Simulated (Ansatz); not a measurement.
Ansatz results at the PBE0-D4/def2-TZVP geometry: HOMO energy (PBE0/def2-TZVPP) -7.69 eV; HOMO energy (ωB97M-V/def2-TZVPP) -9.71 eV; LUMO energy (PBE/def2-TZVPP) -2.61 eV.

Each molecule was computed in one conformer, which needn't be the lowest.

Task: Which molecule gave them?
A. `F[SiH2]CS`
B. `COC[SiH2]O`
C. `B/C=[N]\[AlH][SiH3]`
D. `O/C=C(/Cl)[SeH]`

Result: C. The others give `COC[SiH2]O`: -7.29, -9.61, -0.67; `O/C=C(/Cl)[SeH]`: -6.20, -8.31, -1.23; `F[SiH2]CS`: -6.97, -9.18, -0.86.
